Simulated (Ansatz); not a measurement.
`[F][Sn]([F])([SiH3])[Cl]` + `[OH][Al-]1([Cl])[O]C(C(F)(F)F)=CC(C(F)(F)F)=[O+]1` → `[F][Sn]([SiH3])([Cl])[Cl]` + `[OH][Al-]1([F])[O]C(C(F)(F)F)=CC(C(F)(F)F)=[O+]1`  (redistribution)

Computed with Ansatz on PBE0-D4/def2-TZVP structures; ΔE is electronic, products minus reactants. CCSD(T)/CBS adds triple-zeta CCSD(T) − MP2 to the extrapolated MP2 energy (def2 sets, frozen cores). Functionals use def2-TZVPP. def2 core potentials past Kr. For Sn outer-core shells are correlated without core-valence functions, which leaves a few kJ/mol of doubt a bond. Each species was taken in one conformer, which may not be the lowest.

`[F][Sn]([F])([SiH3])[Cl]`:

Cartesian coordinates in Å:
```
F 0.024 0.789 2.444
Sn -0.307 -0.413 1.000
F 0.689 -1.956 1.513
Si 0.437 0.534 -1.263
Cl -2.517 -1.024 1.222
H 1.876 0.856 -1.142
H 0.184 -0.524 -2.267
H -0.387 1.738 -1.508
```

`[OH][Al-]1([Cl])[O]C(C(F)(F)F)=CC(C(F)(F)F)=[O+]1`:

Z-matrix (Å, degrees):
```
Al
Cl 1 2.091
O 1 1.834 2 108.0
O 1 1.834 2 108.0 3 -99.9
O 1 1.681 2 118.5 3 130.0
C 3 1.260 1 126.6 2 -100.4
C 4 1.260 1 126.6 2 100.4
H 5 0.953 1 127.3 2 179.9
C 6 1.535 3 113.7 1 175.6
C 6 1.388 3 126.4 1 -5.6
C 7 1.535 4 113.7 1 -175.6
F 9 1.326 6 110.0 3 -57.2
F 9 1.330 6 111.8 3 -177.7
F 9 1.330 6 109.5 3 62.2
H 10 1.077 6 120.2 3 179.9
F 11 1.326 7 109.9 4 57.3
F 11 1.330 7 109.5 4 -62.1
F 11 1.331 7 111.8 4 177.8
```

`[F][Sn]([SiH3])([Cl])[Cl]`:

Z-matrix (Å, degrees):
```
Sn
Si 1 2.565
Cl 1 2.310 2 114.9
F 1 1.911 2 110.9 3 117.6
Cl 1 2.310 2 114.9 3 -124.8
H 2 1.480 1 107.0 3 -57.9
H 2 1.480 1 107.0 3 -178.2
H 2 1.481 1 106.6 3 61.9
```

`[OH][Al-]1([F])[O]C(C(F)(F)F)=CC(C(F)(F)F)=[O+]1`:

```xyz
18

O    -2.354   -2.284   -0.118
Al   -0.846   -1.859   -0.735
F    -0.034   -2.780   -1.834
O    -0.901   -0.140   -1.349
C    -0.322    0.859   -0.845
C    -0.594    2.170   -1.595
F     0.039    3.199   -1.035
F    -0.184    2.061   -2.854
F    -1.897    2.427   -1.592
C     0.499    0.858    0.274
C     0.745   -0.334    0.943
C     1.659   -0.345    2.177
F     2.120    0.871    2.461
F     2.695   -1.146    1.960
F     0.985   -0.794    3.229
O     0.288   -1.468    0.642
H    -2.842   -3.070   -0.350
H     0.944    1.775    0.620
```

| level | ΔE (kcal/mol) | difference from CCSD(T)/CBS |
| --- | --- | --- |
| LDA (SPW92) | -15.0 | 0.1 |
| BLYP-D4 | -14.5 | 0.6 |
| r2SCANh-D4 | -14.7 | 0.4 |
| BHLYP-D4 | -16.0 | -0.9 |
| PBE0 | -14.9 | 0.2 |
| r2SCAN0 | -15.4 | -0.3 |
| BHLYP | -16.1 | -1.0 |
| CAM-B3LYP | -15.0 | 0.1 |
| RPA@PBE/def2-TZVPP | -15.1 | 0.0 |
| MP2/def2-SVP | -15.4 | -0.3 |
| CCSD/def2-SVP | -15.9 | -0.8 |
| CCSD(T)/def2-SVP | -15.7 | -0.6 |
| HF/def2-QZVPP | -16.1 | -1.0 |
| MP2/def2-QZVPP | -15.6 | -0.5 |
| SCS-MP2/def2-QZVPP | -15.4 | -0.3 |
| CCSD/CBS(def2) | -15.5 | -0.4 |
| CCSD(T)/CBS | -15.1 | 0 |

Largest T1 diagnostic among the species: 0.015.

From PBE to PBE0 (25 % exact exchange), in def2-TZVPP and without D4, ΔE moves by −0.8 kcal/mol. Leaving LDA and LC-ωPBE aside and taking each functional with its dispersion term where it has one, the values, not all of them listed here, spread over 2.7 kcal/mol, from BHLYP-D4 to revPBE-D4. LDA lies −0.9 kcal/mol from PBE without D4.
